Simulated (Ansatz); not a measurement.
Ga(H)(Me)2 (C₂H₇Ga), SMILES [CH3][GaH][CH3].

Coordinates come from a PBE0-D3(BJ)/def2-SVP optimisation. The structure was generated by enumeration; whether it is a known compound was not checked.

Two levels are set side by side: PBE/def2-SVPD (Ansatz, an electronic-structure program) and CAM-B3LYP/def2-SVPD (Ansatz). Energy differences of separate SCF runs at the same geometry; the states with an electron removed or added have multiplicity 2 and 2. Differences are taken from unrounded values.

| quantity | PBE |
|---|---|
| vertical ionisation energy (eV) | 9.62 |
| vertical singlet–triplet gap (eV) | 4.68 |

Task: These are the PBE values. What does CAM-B3LYP give? (An estimate is asked for; the answer gives what the named calculation found.)

Result: 
```json
[
 {"quantity": "vertical ionisation energy (eV)", "CAM-B3LYP": "9.95", "PBE minus CAM-B3LYP": "-0.32"},
 {"quantity": "vertical singlet–triplet gap (eV)", "CAM-B3LYP": "5.14", "PBE minus CAM-B3LYP": "-0.46"}
]
```
